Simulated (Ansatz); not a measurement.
BF2H3O4Si, SMILES `O[Si](O)(O)OB(F)F`, relaxed with RKS PBE-D4/def2-SVP in Ansatz 0.2.0 from a rough embedded geometry. The force threshold is 0.03 eV/Å; the program also tests the step.

The species carries charge 0 and has multiplicity 1.

Start:

```xyz
11

O     0.830    0.574   -1.541
Si    0.458   -0.391   -0.110
O     1.186    0.325    1.244
O     1.139   -1.895   -0.316
O    -1.248   -0.506    0.138
B    -1.744    0.856    0.346
F    -1.826    1.435    1.666
F    -2.226    1.635   -0.790
H     0.338    0.056   -2.207
H     1.008   -0.255    2.027
H     2.086   -1.835   -0.458
```

Q: By how much does the energy fall, and how many steps does the optimiser take? (An estimate is asked.)

A: Computed: 1.44 eV, in 31 steps, 6 of them rejected.

Q: Which bonds change most? (An estimate is asked.)

A: Computed: B6–F8 from 1.459 to 1.329 Å; O5–B6 from 1.465 to 1.347 Å; O1–Si2 from 1.766 to 1.653 Å; B6–F7 from 1.444 to 1.352 Å.

Q: Give the relaxed structure. (Estimate.)

A: Computed: 
```xyz
11

O     1.582    0.448   -1.536
Si    0.649   -0.152   -0.310
O     1.318    0.469    1.070
O     0.492   -1.808   -0.332
O    -0.952    0.363   -0.496
B    -1.851    0.683    0.454
F    -1.539    0.637    1.769
F    -3.085    1.065    0.140
H     1.368    0.099   -2.418
H     0.696    0.484    1.821
H     1.321   -2.289   -0.161
```
